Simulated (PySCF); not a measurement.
## Electron correlation in O(2+) (oxygen, charge +2)

[He] 2s1 2p2 3d1, one real determinant (an excited configuration). Calculation: PySCF 2.14, in aug-cc-pCVTZ-DK with one added diffuse shell each of s, p, d, f type (8s7p5d3f, 75 functions); scalar relativity by spin-free X2C-1e. Frozen: nothing; 6 electrons correlated.

| level | correlation energy (mhartree) |
| --- | --- |
| CCSD | -77.47 |
| (T) | -1.78 |
| CCSD(T) | -79.25 |

Diagnostics: T1 = 0.0097, D1 = 0.0333, largest double amplitude 0.179.

Question: Is a single reference adequate?

Answer: Not fully. The real determinant used has ⟨L²⟩ near 8 against 12 for a pure F term, so it mixes terms. The outer electron is Rydberg-like, and this basis confines it to a smaller radius and binds it less than a complete one would. A double-excitation amplitude exceeds 0.15, a sign of near-degeneracy.

The reference is one real determinant that mixes LS terms of this configuration.
